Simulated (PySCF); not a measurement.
CH2Cl3Si, SMILES [CH2][Si](Cl)(Cl)Cl, multiplicity 2. Atoms are numbered in the order given.

```xyz
7

C      2.1104    -0.0570     0.0000
Si     0.2864    -0.0108     0.0000
Cl    -0.4452    -0.9442     1.6718
Cl    -0.4452    -0.9442    -1.6718
Cl    -0.4062     1.9228     0.0000
H      2.6855    -0.0464     0.9312
H      2.6855    -0.0464    -0.9312
```
Charge 0, spin multiplicity 2.

Geometry optimised at PBE0-D3(BJ)/def2-SVP. The isomer is the one that the SMILES or the coordinates give; other isomers of the formula were not compared.

Calculation: PBE/def2-TZVP (PySCF).

ESP charges are fitted to the potential on shells at 1.4 to 2.0 van der Waals radii. Atomic charges (e):

```
atom  Löwdin  meta-Löwdin  ESP fit  Mulliken  Mulliken spin
----  ------  -----------  -------  --------  -------------
C1     -0.27        -0.47    -0.29         ?           0.96
Si2    -0.82         0.92     0.10         ?           0.05
Cl3     0.28        -0.25    -0.05         ?           0.01
Cl4     0.28        -0.25    -0.05         ?           0.01
Cl5     0.28        -0.25    -0.05         ?           0.04
H6      0.13         0.16     0.17         ?          -0.03
H7      0.13         0.16     0.17         ?          -0.03
```

Fill in the missing entries. (The exact figures need the calculation; the answer reports its results.)


- C1, Mulliken: -0.34
- Si2, Mulliken: 0.57
- Cl3, Mulliken: -0.18
- Cl4, Mulliken: -0.18
- Cl5, Mulliken: -0.17
- H6, Mulliken: 0.15
- H7, Mulliken: 0.15

Give the Mayer and Wiberg (Löwdin basis) orders of the bonds. (Estimate from the structure and the level; the computed values follow.)


```json
[
 {"bond": "C1–Si2", "Mayer": "1.11", "Wiberg": "1.40"},
 {"bond": "Si2–Cl3", "Mayer": "1.22", "Wiberg": "1.85"},
 {"bond": "Si2–Cl4", "Mayer": "1.22", "Wiberg": "1.85"},
 {"bond": "Si2–Cl5", "Mayer": "1.21", "Wiberg": "1.85"},
 {"bond": "C1–H6", "Mayer": "0.93", "Wiberg": "0.93"},
 {"bond": "C1–H7", "Mayer": "0.93", "Wiberg": "0.93"}
]
```
